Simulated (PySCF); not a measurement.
A structure optimised at PBE0-D3(BJ)/def2-SVP, used in a PySCF frequency run:

```
O
C 1 1.4235
H 2 1.1055 1 110.91
H 2 1.1060 3 107.24 1 -120.34
C 2 1.5090 3 110.31 4 -120.02
H 5 1.0998 2 110.52 3 -60.49
H 5 1.0998 6 108.25 2 121.06
H 5 1.1006 6 108.61 7 117.68
Sn 1 1.9455 2 119.97 3 -46.41
F 9 1.9237 1 108.00 2 39.71
F 9 1.9245 10 104.01 3 106.75
O 9 1.9478 10 112.17 3 -136.32
H 12 0.9665 9 111.01 10 -88.28
```

Question: Write its SMILES and formula.

Answer: CC[O][Sn]([OH])([F])[F], C₂H₆F₂O₂Sn

Question: What are its rotational constants (standard atomic weights)?

Answer: 2.6727, 0.96192, 0.94107 GHz
